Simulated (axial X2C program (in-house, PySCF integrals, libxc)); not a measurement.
# Low determinants of GaB⁻ at the PBE0 level, 2c

Calculated with an in-house relativistic program for diatomic molecules. Two-component (2c) means X2C with spin–orbit coupling and atomic mean-field two-electron Coulomb and Gaunt terms. Basis: Ga dyall-acv3z [10s10p8d5f1g], B dyall-av3z [8s7p3d2f] (cores contracted in-house); Gaussian nuclei, density fitting, unrestricted open shells. Masses: Ga 68.926 u, B 11.009 u.

Search at 2.090 Å (vertical energies from the lowest determinant):

```
ΔE (eV)    state  electrons beyond evenly filled partner blocks  electrons in ±ω = 1/2, 3/2, 5/2, 7/2
   0.00  Ω = 3/2                                        ω = 3/2                              26 9 2 0
   0.27  Ω = 1/2                          2 × ω = -1/2, ω = 3/2                              26 9 2 0
   0.67  Ω = 1/2                                        ω = 1/2                              27 8 2 0
   0.70  Ω = 5/2                           2 × ω = 1/2, ω = 3/2                              26 9 2 0
   0.72  Ω = 1/2                                        ω = 1/2                             25 10 2 0
   1.87  Ω = 5/2                          ω = -1/2, 2 × ω = 3/2                             25 10 2 0
   2.00  Ω = 7/2                           ω = 1/2, 2 × ω = 3/2                             25 10 2 0
```

Lowest determinant, Ω = 3/2 (⟨Sz⟩ = 1.50, ⟨Lz⟩ = 0.00 at PBE0): Re = 2.062 Å, ωe = 528.6 cm⁻¹.

The determinant in row 2 of the search, Ω = 1/2 (⟨Sz⟩ = 0.50, ⟨Lz⟩ = 0.00 at PBE0), was followed along the bond at PBE0; measured from the minimum of the lowest determinant it gives:

Te = 0.269 eV (2168 cm⁻¹), Re = 2.067 Å, ωe = 525.6 cm⁻¹.

(1) Compare the bond of the determinant in row 2 with that of the lowest one.

The search compares states at one distance, so a state with another bond length can lie lower; it is not exhaustive and yields mostly the lowest determinant of each block pattern, so other components and higher states of one pattern are missing. These are energies of single determinants, not of spin-adapted states; PBE0 term energies can be off by some tenths of an eV, and the functional has no current term. The lowest determinant need not be the ground state where others lie within half an eV. For an anion, determinants above electron detachment are held by the basis set. The highest occupied level of some functionals is positive through self-interaction error; at Hartree–Fock it is bound. Row 1 has a positive highest level at its minimum. Row 2 has a positive highest level at its minimum.

## Answers

(1) At PBE0 its Re is 0.005 Å longer and its force constant, which goes as ωe², is 0.99 times that of the lowest determinant. This determinant mixes spin states, so it has no term energy of its own.
